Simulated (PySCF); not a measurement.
Dipole response of Ge²⁺ (germanium, charge +2)

[Ar] 3d9 4s2 4p1, one real determinant (an excited configuration). Computed with PySCF 2.14 in aug-cc-pVTZ-DK, with the spin-free X2C one-electron Hamiltonian (Gaussian nucleus). Coupled (time-dependent) response in atomic units; α is the mean over directions.

| method | mean α (bohr³) | α xx, yy, zz | C₆ (like pair) | S(−4) |
| --- | --- | --- | --- | --- |
| wB97X-V | 10.87 | 10.88, 10.88, 10.87 | 47.57 | 41.51 |
| M06-2X | 10.25 | 10.20, 10.20, 10.35 | 42.78 | 38.13 |

S(−4) is the Cauchy moment in α(ω) = α(0) + S(−4) ω² + …

Spin-orbit coupling is absent.

α(iu) at wB97X-V:

```csv
u (hartree),α(iu) (bohr³)
0,10.87
0.0500,10.77
0.100,10.47
0.200,9.447
0.300,8.143
0.500,5.716
0.750,3.698
1.00,2.535
1.50,1.402
2.00,0.8990
3.00,0.4685
5.00,0.1962
```

For an ion, C₆ is the dispersion term alone; charge-induced terms of lower order in 1/R come first.

The components differ because the open shell of this determinant is not spherical; for a pure term their mean is the scalar polarisability.

⟨L²⟩ = 8.01 against 12 for a pure F term, so this real determinant mixes terms.
